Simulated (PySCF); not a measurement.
Fill in the blanks.

Compound: trans-cinnamaldehyde, C9H8O.
Atom-mapped SMILES: `[O:1]=[CH:2]/[CH:3]=[CH:4]/[c:5]1[cH:6][cH:7][cH:8][cH:9][cH:10]1` (hydrogens: H11 on C2; H12 on C3; H13 on C4; H14 on C6; H15 on C7; H16 on C8; H17 on C9; H18 on C10)

Conformer (atom-mapped SMILES and torsion angles): `[O:1]=[CH:2]/[CH:3]=[CH:4]/[c:5]1[cH:6][cH:7][cH:8][cH:9][cH:10]1`: O1–C2–C3–C4 -179°, C3–C4–C5–C6 1°.

```json
{"property": "rotational constants A, B, C", "level": "PBE0-D3(BJ)/def2-SVP", "value": "4.892, 0.578, 0.517 GHz"}
{"property": "dipole moment", "level": "CAM-B3LYP/def2-SVPD", "value": "?"}
{"property": "HOMO energy", "level": "CAM-B3LYP/def2-SVPD", "value": "-8.29 eV"}
{"property": "LUMO energy", "level": "CAM-B3LYP/def2-SVPD", "value": "-1.29 eV"}
{"property": "lowest singlet excitation", "level": "TDDFT CAM-B3LYP/def2-SVPD", "value": "3.76 eV (330 nm, f = 0.000)"}
{"property": "strongest line among the 10 lowest singlet transitions", "level": "TDDFT CAM-B3LYP/def2-SVPD", "value": "S2 at 4.61 eV (269 nm, f = 0.714)"}
{"property": "lowest triplet excitation (Tamm–Dancoff)", "level": "TDA CAM-B3LYP/def2-SVPD", "value": "2.85 eV"}
{"property": "static isotropic polarisability", "level": "CAM-B3LYP/def2-SVPD", "value": "?"}
{"property": "vertical ionisation energy", "level": "ΔSCF CAM-B3LYP/def2-SVPD", "value": "?"}
{"property": "vertical electron affinity", "level": "ΔSCF CAM-B3LYP/def2-SVPD", "value": "?"}
{"property": "electronic spatial extent ⟨r²⟩ about the centre of nuclear charge", "level": "CAM-B3LYP/def2-SVPD", "value": "2030 bohr²"}
{"property": "13C chemical shifts (computed TMS as zero) by class", "level": "GIAO PBE/pcSseg-1", "value": "192.0 (C2), 158.1 (C4), 137.6 (C5), 135.2 (C8), 132.6 (C7/C9), 132.5 (C6/C10), 131.3 (C3) ppm"}
{"property": "1H chemical shifts (computed TMS as zero) by class", "level": "GIAO PBE/pcSseg-1", "value": "?"}
{"property": "isotropic shieldings of nuclei other than C and H, by class", "level": "GIAO PBE/pcSseg-1", "value": "-369 (O1) ppm"}
```

The electronic properties come from PySCF, for the isolated species, density fitting. Isolated species at its PBE0-D3(BJ)/def2-SVP geometry (one conformer only). NMR classes are plain means over equivalent atoms (diastereotopic ones count apart unless rotation or inversion swaps them), as if these changed places fast; in this geometry the members of some classes differ.

Q: Give the dipole moment.

A: 4.78 D.

Q: Give the vertical electron affinity.

A: 0.71 eV.

Q: The 1H chemical shifts (computed TMS as zero) by class?

A: 9.91 (H11), 7.61 (H14/H18), 7.46 (H15/H17), 7.41 (H16), 6.83 (H13), 6.60 (H12) ppm.

Q: Give the vertical ionisation energy.

A: 8.86 eV.

Q: The static isotropic polarisability?

A: 120.7 au.

With B = h/(8π²I), that is 505.379 GHz u Å² over I, the principal moments of inertia are 103.3, 874.1 and 977.4 u Å² (most abundant isotopes); the inertial defect Ic − Ia − Ib is 0.0 u Å² (zero for a rigid planar frame, negative otherwise). The principal polarisabilities are 61.0, 108.0 and 193.0 au; their mean is the isotropic value. From the two ΔSCF values, the fundamental gap I − A is 8.15 eV and the Mulliken electronegativity (I + A)/2 is 4.79 eV. The ΔSCF ionisation energy exceeds −ε(HOMO) by 0.57 eV with CAM-B3LYP.
